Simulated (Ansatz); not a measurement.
Reaction (redistribution): `CC(C)[O][Ge][F]` + `CC(C)[O][Ge][OH]` → `CC(C)[O][Ge][O]C(C)C` + `[OH][Ge][F]`

Computed with Ansatz on PBE0-D4/def2-TZVP structures; ΔE is electronic, products minus reactants. CCSD(T)/CBS adds triple-zeta CCSD(T) − MP2 to the extrapolated MP2 energy (def2 sets, frozen cores). DFT in def2-TZVPP. B3LYP here is the variant with VWN-RPA as its local correlation; programs differ in this. For Ge outer-core shells are correlated without core-valence functions, which leaves a few kJ/mol of doubt a bond. Scalar relativity is left out up to krypton. One conformer a species, not always the lowest.

`CC(C)[O][Ge][F]`:

```xyz
13

C     0.911   -1.027    0.157
C     0.044    0.099    0.685
C    -1.374    0.044    0.152
O     0.639    1.367    0.419
Ge    1.059    2.246   -1.046
F     0.525    1.100   -2.290
H     1.927   -0.942    0.547
H     0.506   -1.993    0.469
H     0.946   -1.005   -0.935
H     0.010    0.030    1.779
H    -1.859   -0.884    0.463
H    -1.959    0.881    0.539
H    -1.375    0.085   -0.940
```

`CC(C)[O][Ge][OH]`:

Z-matrix (Å, degrees):
```
C
C 1 1.517
H 1 1.095 2 110.3
H 1 1.091 2 110.4 3 119.7
H 1 1.093 2 111.0 3 -119.9
C 2 1.518 1 111.9 3 59.2
O 2 1.416 1 109.8 3 -66.9
H 2 1.098 1 108.4 3 178.3
H 6 1.093 2 110.8 1 -178.4
H 6 1.092 2 110.4 1 61.9
H 6 1.094 2 111.3 1 -57.6
Ge 7 1.797 2 127.8 1 90.1
O 12 1.778 7 93.8 2 -177.0
H 13 0.965 12 111.0 7 0.4
```

`CC(C)[O][Ge][O]C(C)C`:

```xyz
23

C     0.223    2.543    2.403
C     0.118    1.219    1.676
C    -0.720    0.209    2.436
O     1.438    0.713    1.505
Ge    2.043   -0.320    0.200
O     0.504   -0.484   -0.710
C     0.438   -1.227   -1.915
C    -0.530   -2.379   -1.729
C     0.021   -0.303   -3.041
H     0.841    3.243    1.837
H    -0.766    2.987    2.541
H     0.681    2.400    3.385
H    -0.336    1.378    0.692
H    -0.800   -0.722    1.871
H    -1.729    0.594    2.604
H    -0.265   -0.005    3.406
H     1.431   -1.642   -2.155
H    -1.521   -1.996   -1.473
H    -0.199   -3.034   -0.921
H    -0.611   -2.972   -2.643
H    -0.957    0.134   -2.824
H     0.739    0.511   -3.158
H    -0.044   -0.846   -3.987
```

`[OH][Ge][F]`:

```xyz
4

O    -0.934   -0.308   -0.419
Ge    0.746   -0.831   -0.223
F     1.311    0.587    0.668
H    -1.123    0.552   -0.026
```

```
             level  ΔE (kJ/mol)  difference from CCSD(T)/CBS
           ωB97M-V         -9.1                          0.6
               PBE         -7.9                          1.8
            r2SCAN         -7.3                          2.4
             B3LYP         -9.4                          0.3
     HF/def2-TZVPP        -12.4                         -2.7
    MP2/def2-TZVPP        -11.5                         -1.8
   CCSD/def2-TZVPP        -10.9                         -1.2
CCSD(T)/def2-TZVPP        -10.5                         -0.8
     HF/def2-QZVPP        -12.4                         -2.7
SCS-MP2/def2-QZVPP        -11.2                         -1.5
       CCSD(T)/CBS         -9.7                            0
```

Largest T1 diagnostic among the species: 0.015.
